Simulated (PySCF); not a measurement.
# Electron correlation in Si³⁺ (silicon, charge +3)

[Ne] 3s1, 2S determinant. Computed with PySCF 2.14 in aug-cc-pwCVTZ, with the non-relativistic Hamiltonian (point nucleus). Frozen: 1s2; 9 electrons correlated.

```json
{"level": "CCSD", "correlation energy (mhartree)": "-250.26"}
{"level": "(T)", "correlation energy (mhartree)": "-1.44"}
{"level": "CCSD(T)", "correlation energy (mhartree)": "-251.70"}
```

Diagnostics: T1 = 0.0026, D1 = 0.0086, largest double amplitude 0.009.

Problem. Is a single reference adequate?

Solution. Yes: T1 lies below 0.03 and no double amplitude reaches 0.07.
